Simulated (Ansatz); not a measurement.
Reactions of `[OH][GeH]([OH])[O][SiH3]`.

Program: Ansatz. Geometries: PBE0-D4/def2-TZVP. ΔE: electronic, gas phase. CCSD(T)/CBS is the MP2 limit (def2-TZVPP, def2-QZVPP) plus CCSD(T) − MP2 in def2-TZVPP, frozen cores. This one scheme is used for every species. Functionals use def2-TZVPP. Elements past krypton have def2 core potentials. For Ge, In, Mg outer-core shells are correlated without core-valence functions, which leaves a few kJ/mol of doubt a bond. Scalar relativity is left out up to krypton. One conformer a species, not always the lowest.

```csv
reaction,MP2/CBS(def2) (kcal/mol),PBE0-D4 (kcal/mol),CCSD(T)/CBS(def2) (kcal/mol)
`[OH][GeH]([OH])[O][SiH3]` + `C=CCCC` → `C=CCC[SiH3]` + `C[O][GeH]([OH])[OH]`,41.8,37.7,40.4
`[OH][GeH]([OH])[O][SiH3]` → `[OH][GeH]([OH])[OH]` + `[SiH2]`,85.5,81.0,80.5
`[OH][GeH]([OH])[O][SiH3]` → `[SiH3][O][GeH]` + hydrogen peroxide,139.2,127.3,131.1
`[OH][GeH]([OH])[O][SiH3]` + `CO[SiH](O)F` → `CO[SiH](F)O[SiH3]` + `[OH][GeH]([OH])[OH]`,-0.8,-0.7,-0.8
`[OH][GeH]([OH])[O][SiH3]` + `[CH3][MgH]` → `[OH][GeH2][O][SiH3]` + `[CH3][Mg][OH]`,-20.8,-16.3,-19.0
`[OH][GeH]([OH])[O][SiH3]` + HCl → `[OH][GeH]([OH])[Cl]` + silanol,-5.1,-6.7,-4.3
`[OH][GeH]([OH])[O][SiH3]` → `[OH][Ge][OH]` + silanol,26.4,24.8,24.9
`[OH][GeH]([OH])[O][SiH3]` + `[F][In]([F])[SH]` → `[OH][GeH]([OH])[F]` + `[F][In]([SH])[O][SiH3]`,-2.4,-1.2,-2.0
`[OH][GeH]([OH])[O][SiH3]` + ethane → `C[CH2][GeH]([OH])[OH]` + silanol,17.2,17.1,17.6
`[OH][GeH]([OH])[O][SiH3]` + H₂O → `[OH][GeH]([OH])[OH]` + silanol,4.5,3.6,4.6
```

Largest T1 diagnostic: 0.016, for `[F][In]([F])[SH]`.
